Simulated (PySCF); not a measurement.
Spectrum to structure. Computed with TDDFT PBE0/def2-SVPD, vertical, gas phase, core orbitals frozen in the response (PySCF). Geometries: GFN2-xTB, one conformer each.

| state | E (eV) | λ (nm) | f |
| --- | --- | --- | --- |
| S1 | 5.20 | 238.3 | 0.0003 |
| S2 | 5.48 | 226.2 | 0.265 |
| S3 | 6.09 | 203.6 | 0.0007 |
| S4 | 6.69 | 185.4 | 0.0055 |
| S5 | 6.95 | 178.4 | 0.0094 |
| S6 | 6.99 | 177.4 | 0.0089 |
| S7 | 7.36 | 168.5 | 0.169 |
| S8 | 7.46 | 166.1 | 0.0080 |

Triplets computed (Tamm–Dancoff): 3.32, 4.84, 5.40 eV.

Question: Which candidate is it? All have the formula C6H5F.
A. `C#C[C@@H]1CC=C1F`
B. `C#CC1=CC[C@H]1F`
C. `C#C[C@@H]1C(=C)[C@H]1F`
D. `C#CC(C)(F)C#C`

Answer: B. Its S1, at 5.20 eV, is the lowest among the candidates; the nearest of the others has S1 at 5.48 eV. S1 is HOMO-1→LUMO (97%). Löwdin shares by element: HOMO carbon 82% or more (atoms not listed hold the other 18%); LUMO carbon 81% or more (atoms not listed hold the other 19%). At the same level the other candidates give, for their lowest levels:
- `C#CC(C)(F)C#C`: 5.99 eV (f 0.005); 6.24 eV (f 0.002); 6.49 eV (f 0.014); 6.84 eV (f 0.010); 6.89 eV (f 0.005); T1 5.05 eV; HOMO -8.20, LUMO -0.48 eV
- `C#C[C@@H]1C(=C)[C@H]1F`: 5.48 eV (f 0.001); 5.72 eV (f 0.005); 6.55 eV (f 0.001); 6.75 eV (f 0.010); 6.86 eV (f 0.007); T1 4.24 eV; HOMO -7.68, LUMO -0.88 eV
- `C#C[C@@H]1CC=C1F`: 6.53 eV (f 0.004); 6.66 eV (f 0.022); 6.74 eV (f 0.007); 7.00 eV (f 0.001); 7.09 eV (f 0.037); T1 4.50 eV; HOMO -7.47, LUMO 0.23 eV
